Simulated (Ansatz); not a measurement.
Species: sum formula SiP$_{2}$H$_{5}$ (charge 0, doublet). It need not be the lowest isomer of its formula. 
Geometry from a B3LYP-D3(BJ)/def2-TZVP (Ansatz, an electronic-structure program) optimisation:
```
Si
H 1 1.4889
P 1 2.2626 2 108.42
H 3 1.4186 1 93.97 2 -173.87
H 3 1.4230 4 93.57 1 -95.67
P 1 2.2702 2 114.76 3 -128.90
H 6 1.4199 1 94.46 2 -46.83
H 6 1.4226 7 93.55 1 -94.78
```
Charge 0, spin multiplicity 2.

Total electronic energies in hartree. Cores are frozen in the correlated levels unless marked. UHF or UKS for open shells. No spin-orbit coupling. Non-relativistic. CBS marks a two-point X^-3 extrapolation of the correlation energy; Hartree-Fock from the larger set. [CCSD(T)-MP2]/basis is that difference in the basis named.

| level | program | energy (Eh) |
|---|---|---|
| BLYP-D4/def2-TZVPD | Ansatz + dftd4 | … |
| revPBE/def2-TZVPD | Ansatz | … |
| PBE0-D3(BJ)/def2-TZVPD | Ansatz + dftd3 | -974.81778 |
| PBE0/def2-TZVPD | Ansatz | -974.81030 |
| r2SCAN0/def2-TZVPD | Ansatz | -975.10065 |
| SCS-MP2/aug-cc-pV(T+d)Z | Ansatz | -973.77864 |
| CCSD(T)/aug-cc-pV(D+d)Z | Ansatz | -973.73308 |
| RI-MP2/CBS(aug-cc-pV(T+d)Z,aug-cc-pV(Q+d)Z)+[CCSD(T)-MP2]/aug-cc-pV(T+d)Z | Ansatz | -973.9016 |
| CCSD(T)/CBS(aug-cc-pV(T+d)Z,aug-cc-pV(Q+d)Z) | Ansatz | -973.8945 |

Problem. What belongs in the gaps?

Solution. 
- BLYP-D4/def2-TZVPD, energy (Eh): -975.19169
- revPBE/def2-TZVPD, energy (Eh): -975.00745
